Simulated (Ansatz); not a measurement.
A run for Ansatz (a first-principles code): U-CCSD(T)/def2-TZVPP on BeSi-, 2S+1 = 2, a spin state set in the input, which need not be the lowest, a point of a bond scan (R = 2.170 Å). Charge -1.

Ansatz 0.2 input:
```yaml
crystal:
  periodic: [false, false, false]
  atoms:
    - {symbol: Be, position_ang: [0.00000000, 0.00000000, 0.00000000]}
    - {symbol: Si, position_ang: [0.00000000, 0.00000000, 2.17047700]}
basis:
  gaussian:
    orbitals: def2-TZVPP
    pivot_positions_ang: [[0.00000000, 0.00000000, 0.00000000], [0.00000000, 0.00000000, 2.17047700]]
total_charge: -1
magnetization: {spin_polarized: true, initial_magnetization: 1}
correlation: {method: ccsd_t, electrons: valence}
output: {orbitals: {seedname: ./end}}
```

Program output:

```
WARN ansatz: RAYON_NUM_THREADS=1 ignored (pool sized by the plan → 1); use --threads N
Functional definition: HF
integrals: 0.04 GiB planned
453 factors; integrals over basis functions are off by at most 2.1e-4 eV
mean field: 0.10 GiB planned
mean field evaluation 1: about -8256.0499 eV, gradient 6.5e0 eV
mean field evaluation 2: about -8256.0514 eV, gradient 6.5e0 eV
mean field evaluation 4: about -8256.6850 eV, gradient 1.1e0 eV
mean field evaluation 8: about -8256.7154 eV, gradient 4.5e-1 eV
mean field evaluation 16: about -8257.5533 eV, gradient 1.7e-6 eV
mean field evaluation 32: about -8258.2746 eV, gradient 2.9e-6 eV
mean field evaluation 64: about -8256.7080 eV, gradient 1.7e-5 eV
mean field evaluation 96: about -8258.0471 eV, gradient 2.3e-2 eV
mean field evaluation 128: about -8258.0414 eV, gradient 3.5e-1 eV
mean field evaluation 160: about -8257.1705 eV, gradient 3.6e0 eV
mean field evaluation 192: about -8256.9616 eV, gradient 7.3e-1 eV
mean field evaluation 224: about -8256.5053 eV, gradient 5.3e-2 eV
mean field evaluation 256: about -8257.0604 eV, gradient 1.8e-1 eV
mean field evaluation 288: about -8256.5045 eV, gradient 2.0e-3 eV
mean field evaluation 320: about -8255.4597 eV, gradient 5.9e-3 eV
mean field evaluation 352: about -8254.0276 eV, gradient 1.4e-3 eV
mean field evaluation 384: about -8255.0545 eV, gradient 1.3e-2 eV
mean field evaluation 416: about -8258.0474 eV, gradient 4.7e-2 eV
mean field evaluation 448: about -8258.2746 eV, gradient 1.5e-3 eV
mean field evaluation 480: about -8256.9950 eV, gradient 6.7e-1 eV
mean field evaluation 512: about -8257.0806 eV, gradient 1.8e-2 eV
mean field evaluation 544: about -8256.5045 eV, gradient 8.3e-3 eV
mean field evaluation 576: about -8256.3385 eV, gradient 7.0e-1 eV
mean field evaluation 608: about -8256.3905 eV, gradient 1.0e0 eV
mean field evaluation 640: about -8256.5885 eV, gradient 1.4e0 eV
mean field evaluation 672: about -8255.4746 eV, gradient 6.6e-4 eV
mean field evaluation 704: about -8254.6549 eV, gradient 9.5e-1 eV
mean field evaluation 736: about -8254.2556 eV, gradient 3.7e0 eV
mean field evaluation 768: about -8254.4499 eV, gradient 8.1e-1 eV
mean field evaluation 800: about -8258.2564 eV, gradient 2.2e-1 eV
mean field -8258.27456067 eV, -303.4859924449 hartree, gradient 2.5e-6 eV, S^2 1.806438; 16 other end points of the search recorded, 0 dependent functions left out
determinant -8258.27456067 eV, -303.4859924449 hartree, with singles and doubles -8262.78950554 eV, -303.6519136087 hartree
determinant -8258.04753450 eV, -303.4776493873 hartree, with singles and doubles -8262.65164711 eV, -303.6468474049 hartree
determinant -8257.55329682 eV, -303.4594864876 hartree, with singles and doubles -8262.24585492 eV, -303.6319348170 hartree
determinant -8257.08057717 eV, -303.4421143607 hartree, with singles and doubles -8262.11934156 eV, -303.6272855366 hartree
determinant -8256.75453554 eV, -303.4301325520 hartree, with singles and doubles -8261.01926281 eV, -303.5868583885 hartree
determinant -8256.70802038 eV, -303.4284231512 hartree, with singles and doubles -8262.36295478 eV, -303.6362381574 hartree
determinant -8256.50448420 eV, -303.4209433346 hartree, with singles and doubles -8261.50338517 eV, -303.6046495570 hartree
determinant -8255.47462160 eV, -303.3830965821 hartree, with singles and doubles -8260.37563702 eV, -303.5632055768 hartree
determinant -8255.45972965 eV, -303.3825493131 hartree, with singles and doubles -8260.14005113 eV, -303.5545479551 hartree
determinant -8255.05446598 eV, -303.3676561480 hartree, with singles and doubles -8259.69656114 eV, -303.5382499986 hartree
determinant -8258.27456067 eV, -303.4859924449 hartree, with singles and doubles -8262.77494770 eV, -303.6513786181 hartree
determinant -8258.04753450 eV, -303.4776493873 hartree, with singles and doubles -8262.63937541 eV, -303.6463964283 hartree
determinant -8257.55329682 eV, -303.4594864876 hartree, with singles and doubles -8262.29547703 eV, -303.6337583959 hartree
determinant -8256.70802038 eV, -303.4284231512 hartree, with singles and doubles -8262.32672448 eV, -303.6349067185 hartree
5 core orbitals not correlated, not the lowest: weight in the atoms' cores, before any rotation towards them, 1.000 or more for the frozen orbitals, at most 0.000 for the correlated occupied ones
reference -8258.27456067 eV, -303.4859924449 hartree; 5, 4 occupied and 51, 52 virtual orbitals, 453 factors
second order -3.66163110 eV of doubles, -0.00000000 eV of singles
coupled cluster: 0.15 GiB planned
cycle   1  -4.50038805 eV  change   -1.0e-6 eV  update   2.2e-6
coupled cluster: 0.15 GiB planned
perturbative correction -0.22290466 eV, -0.0081915952 hartree
WARN: the results are in doubt because among natural orbitals full CI differs from the method by +0.221 eV
Total energy: -8262.99785337 eV, -303.6595702504 hartree
In doubt: among natural orbitals full CI differs from the method by +0.221 eV
```

The run converged. Its determinant has ⟨S²⟩ = 1.81, a mixture of spin states.

Warnings raised: large difference.

Cost: around 26 core-seconds (rough).
